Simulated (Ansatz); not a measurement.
Energy needed to pull apart BSnH4Cl (SMILES Cl[BH][SnH3]), singlet, into free ground-state atoms, from the structure below (displaced at random from a GFN2-xTB minimum); no zero-point or spin–orbit terms; open-shell atoms are treated unrestricted, in their ground-state multiplicity.

```csv
atom,x (Å),y (Å),z (Å)
Cl1,-0.9237,-2.1668,1.0806
B2,-0.8633,-1.0463,-0.1320
Sn3,0.5031,0.7027,-0.0062
H4,-1.5418,-1.1899,-1.0812
H5,0.4546,1.7583,-1.2910
H6,0.2565,1.6522,1.3370
H7,2.0871,0.2776,0.1446
```

Program: Ansatz 0.2.0. Basis: def2-TZVPP. Cores are frozen in the correlated methods. Filled d shells of the heavier atoms are correlated. Core potentials replace the inner electrons of the atoms past krypton. The def2 sets are not built for correlating such inner shells, so the correlated values are less sure here.

| method | atomization energy (kJ/mol) |
| --- | --- |
| PBE-D4 | 1840 |
| revPBE-D4 | 1796 |
| r2SCAN-D4 | 1852 |
| PBE0-D4 | 1833 |
| HSE06-D4 | 1833 |
| wB97M-V | ? |
| HF | ? |
| MP2 | 1799 |
| CCSD | 1781 |
| CCSD(T) | 1807 |

What does wB97M-V give? (An estimate is asked for; the value comes from the calculation.)

By the calculation: 1849 kJ/mol, which is about 42 kJ/mol more than CCSD(T)/def2-TZVPP.

What does HF give? (Judge from chemistry; the value comes from the calculation.)

By the calculation: 1365 kJ/mol, which is about 442 kJ/mol less than CCSD(T)/def2-TZVPP.

In triple zeta the MP2 and coupled-cluster atomization energies are still short of their basis limit by a few kcal/mol a bond, whereas those of the functionals are nearly converged, so these differences are not deviations from converged CCSD(T).

The T1 diagnostic stays at or below 0.014.

For scale, one of the runs: CCSD(T)/def2-TZVPP forces, 179 basis functions (an equivalent command: `ansatz run in.yaml --threads 4`). Hardware: 4 CPU threads, shared host. Wall time 3.4 min; peak host memory 3.4 GiB.
